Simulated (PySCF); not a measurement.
BClBr2, SMILES ClB(Br)Br.

Geometry: PBE0-D3(BJ)/def2-SVP.

Calculation: TDA-PBE/def2-SVPD in PySCF.

Vertical excitations. Gas-phase values at a fixed geometry. State labels are in the subgroup C2v.

Computed UV-visible absorptions:
```json
[
 {"state": "S1", "symmetry": "A2", "energy (eV)": "4.31", "λ (nm)": "288", "f": "0.000", "main pairs": "HOMO→LUMO 100 %"},
 {"state": "S2", "symmetry": "B1", "energy (eV)": "5.10", "λ (nm)": "243", "f": "0.000", "main pairs": "HOMO−2→LUMO 100 %"},
 {"state": "S3", "symmetry": "A2", "energy (eV)": "5.47", "λ (nm)": "227", "f": "0.000", "main pairs": "HOMO−4→LUMO 100 %"},
 {"state": "S4", "symmetry": "B2", "energy (eV)": "5.58", "λ (nm)": "222", "f": "0.162", "main pairs": "HOMO−1→LUMO 91 %"},
 {"state": "S5", "symmetry": "A1", "energy (eV)": "6.05", "λ (nm)": "205", "f": "0.125", "main pairs": "HOMO−3→LUMO 91 %"},
 {"state": "S6", "symmetry": "B2", "energy (eV)": "6.41", "λ (nm)": "193", "f": "0.024", "main pairs": "HOMO→LUMO+1 96 %"},
 {"state": "S7", "symmetry": "A2", "energy (eV)": "6.96", "λ (nm)": "178", "f": "0.000", "main pairs": "HOMO−1→LUMO+1 99 %"},
 {"state": "S8", "symmetry": "B2", "energy (eV)": "7.12", "λ (nm)": "174", "f": "0.000", "main pairs": "HOMO→LUMO+2 96 %"},
 {"state": "S9", "symmetry": "A1", "energy (eV)": "7.19", "λ (nm)": "172", "f": "0.036", "main pairs": "HOMO−2→LUMO+1 83 %, HOMO→LUMO+3 15 %"},
 {"state": "S10", "symmetry": "B1", "energy (eV)": "7.37", "λ (nm)": "168", "f": "0.007", "main pairs": "HOMO−3→LUMO+1 99 %"},
 {"state": "T1", "symmetry": "A2", "energy (eV)": "4.15", "λ (nm)": "299", "f": "0", "main pairs": "HOMO→LUMO 100 %"},
 {"state": "T2", "symmetry": "B2", "energy (eV)": "4.61", "λ (nm)": "269", "f": "0", "main pairs": "HOMO−1→LUMO 100 %"},
 {"state": "T3", "symmetry": "B1", "energy (eV)": "4.93", "λ (nm)": "251", "f": "0", "main pairs": "HOMO−2→LUMO 100 %"},
 {"state": "T4", "symmetry": "A1", "energy (eV)": "4.96", "λ (nm)": "250", "f": "0", "main pairs": "HOMO−3→LUMO 99 %"}
]
```
Triplets are in the Tamm–Dancoff approximation.
